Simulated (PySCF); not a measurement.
C5H8O3, SMILES COC(=O)CCC=O at its GFN2-xTB optimised geometry (Å):

```
16

C      2.4173    -1.0671     0.0000
O      0.9958    -1.0671     0.0000
C      0.4067     0.1282     0.0000
O      1.0008     1.1732    -0.0393
C     -1.1039    -0.0046     0.0245
C     -1.7060     1.1623     0.8008
C     -1.2642     1.1496     2.2364
O     -0.5387     0.3350     2.7305
H      2.7972    -0.5168    -0.8633
H      2.7217    -2.1093    -0.0439
H      2.7907    -0.5960     0.9111
H     -1.4621     0.0001    -1.0066
H     -1.3608    -0.9588     0.4830
H     -1.3728     2.1093     0.3677
H     -2.7972     1.1453     0.7677
H     -1.6734     1.9914     2.8297
```

Level of theory: CAM-B3LYP/def2-TZVP (PySCF). Cells within 0.4 Å of a nucleus heavier than hydrogen are left out (blank, or x).

Map of the electron localisation function on the plane z = 1.0 Å:

```
|000000000000000000000000000|
|000000000000000000000000000|
|000000000000000000000000000|
|000000000000000000000000000|
|000000000000000000000000000|
|000000002542000000000000000|
|000000015774000000000000000|
|000133226885000221000000000|
|000698745774001443100000000|
|003999983363002554310000000|
|00499999xx53002555300000000|
|003999983462002443100000000|
|000799744542113320004762000|
|000122111332122200079997100|
|000000002563111210299998200|
|000000038996002541299997100|
|000000079997004761189973000|
|000000179994005751135420000|
|000000038970004530023210000|
|000000001310002200035420000|
|000000000000000000036620000|
|000000000000000000024310000|
|000000000000000000000000000|
|000000000000000000000000000|
|000000000000000000000000000|
|000000000000000000000000000|
|000000000000000000000000000|
```
Scale: ten equal steps from 0.000 (start of '0') to 0.999 (end of '9'), in the order '0123456789'; x runs from -5.00 to 5.00, y from -5.00 (bottom) to 5.00 (top).
